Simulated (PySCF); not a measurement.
AlH, SMILES [AlH] (connectivity only; charge and spin as stated), neutral, multiplicity 1.

The structure is a stationary point at B3LYP-D3(BJ)/def2-TZVPD.

Method: TDDFT-PBE/def2-TZVPD in PySCF.

Vertical excitations; the highest root listed may be one member of a degenerate set. The molecule is in vacuum. State labels are in the subgroup C2v.

Computed UV-visible absorptions:
```tsv
state	symmetry	energy (eV)	λ (nm)	f	main pairs
S1	B1	2.80	443	0.041	HOMO→LUMO (degenerate set)
S2	B2	2.80	443	0.041	HOMO→LUMO+1 (degenerate set)
S3	A1	5.15	241	0.161	HOMO→LUMO+2 95 %
S4	B1	6.23	199	0.044	HOMO→LUMO+4, HOMO−1→LUMO (degenerate set)
S5	B2	6.23	199	0.044	HOMO→LUMO+5, HOMO−1→LUMO+1 (degenerate set)
S6	A1	6.27	198	0.450	HOMO→LUMO+3 87 %
S7	A2	6.31	196	0.000	HOMO→LUMO+6 (degenerate set)
S8	A1	6.31	196	0.000	HOMO→LUMO+7 (degenerate set)
S9	B1	7.36	168	0.546	HOMO−1→LUMO, HOMO→LUMO+4 (degenerate set)
S10	B2	7.36	168	0.546	HOMO−1→LUMO+1, HOMO→LUMO+5 (degenerate set)
T1	B1	1.67	742	0	HOMO→LUMO (degenerate set)
T2	B2	1.67	742	0	HOMO→LUMO+1 (degenerate set)
T3	A1	4.70	264	0	HOMO→LUMO+2 61 %, HOMO→LUMO+3 38 %
T4	A1	5.06	245	0	HOMO→LUMO+3 61 %, HOMO→LUMO+2 39 %
```
Triplets are in the Tamm–Dancoff approximation, which puts them higher than full response would, so one can lie above its singlet here.
